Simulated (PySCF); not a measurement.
Electron correlation in Pt²⁺ (platinum, charge +2)

[Xe] 4f14 5d7 6s1, high-spin 5F determinant (an excited configuration). Computed with PySCF 2.14 in ANO-RCC-VTZP (8s7p5d3f1g, 84 functions), with the spin-free X2C one-electron Hamiltonian (Gaussian nucleus). Frozen: [Xe] 4f14; 8 electrons correlated.

MP2 pair energies summed by pair of shells (mhartree):

| pair | energy | share (%) |
| --- | --- | --- |
| 5d-5d | -131.83 | 78.3 |
| 5d-6s | -36.47 | 21.7 |

Total MP2 correlation energy: -168.30 mhartree.

Same-spin part -75.94 and opposite-spin part -92.36 mhartree; SCS-MP2 scales them by 1/3 and 6/5 to -136.15 mhartree.
